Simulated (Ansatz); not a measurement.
Reaction (ligand exchange at a B–F bond): `NB(N)F` + NH₃ → `NB(N)N` + H–F

Computed with Ansatz on PBE0-D4/def2-TZVP structures; ΔE is electronic, products minus reactants. CCSD(T)/CBS is the MP2 limit (def2-TZVPP, def2-QZVPP) plus CCSD(T) − MP2 in def2-TZVPP, frozen cores. This one scheme is used for every species. Functionals use def2-TZVPP. B3LYP here is the variant with VWN-RPA as its local correlation; programs differ in this. One conformer a species, not always the lowest.

(1) Is it downhill or uphill in electronic energy at CCSD(T)/CBS, and by how much? (An estimate is asked.)

(2) What do these levels give: PBE0-D4, B3LYP-D4, HF/def2-SVP, CCSD/def2-SVP, SCS-MP2/def2-TZVPP, CCSD(T)/def2-TZVPP? (Best estimate.)

Largest T1 diagnostic among the species: 0.010.

Answers

(1) Computed: Uphill: ΔE = +65.1 kJ/mol.

(2) The calculation gave: PBE0-D4 67.5, B3LYP-D4 72.6, HF/def2-SVP 88.7, CCSD/def2-SVP 83.7, SCS-MP2/def2-TZVPP 69.9, CCSD(T)/def2-TZVPP 69.9 kJ/mol.

At CCSD(T), def2-SVP lies +18.4 kJ/mol from the extrapolated value and def2-TZVPP +4.8 kJ/mol. Leaving LDA and LC-ωPBE aside and taking each functional with its dispersion term where it has one, the values, not all of them listed here, spread over 17.2 kJ/mol, from revPBE-D4 to B97M-V. LDA lies −6.9 kJ/mol from PBE without D4.
